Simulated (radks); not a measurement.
Results of a calculation; reference values are marked as such.
C3+, configuration [He] 3d1 (not the ground configuration). Level of theory: Dirac Kohn-Sham, OLYP, spin-unpolarised, spherical densities, finite nucleus; open shells fill j = l - 1/2 first; Fermi nuclear charge, rms radius 2.4702 fm (a radial shooting solver on a logarithmic mesh with Libxc functionals).

Radial electron density D(r) = 4 pi r^2 rho(r):

| r (bohr) | D(r) (e/bohr) |
|---|---|
| 0.00837 | 0.09885 |
| 0.01047 | 0.1508 |
| 0.013 | 0.2253 |
| 0.01626 | 0.3389 |
| 0.02018 | 0.4979 |
| 0.02525 | 0.7331 |
| 0.03158 | 1.063 |
| 0.0392 | 1.495 |
| 0.04904 | 2.080 |
| 0.06086 | 2.783 |
| 0.07614 | 3.633 |
| 0.0945 | 4.505 |
| 0.1182 | 5.338 |
| 0.1479 | 5.912 |
| 0.1836 | 6.030 |
| 0.2297 | 5.567 |
| 0.285 | 4.574 |
| 0.3566 | 3.203 |
| 0.4461 | 1.858 |
| 0.5537 | 0.8914 |
| 0.6927 | 0.3359 |
| 0.8597 | 0.1398 |
| 1.076 | 0.1314 |
| 1.346 | 0.2189 |
| 1.67 | 0.3360 |
| 2.089 | 0.4271 |
| 2.593 | 0.4039 |
| 3.244 | 0.2629 |
| 4.026 | 0.1203 |
| 5.037 | 0.03407 |
| 6.302 | 0.005016 |
| 7.822 | 0.0003558 |

D(r) has 2 maxima, at r = 0.174, 2.25 bohr, and minima at 0.969 bohr, inside which lie 2.01 electrons.
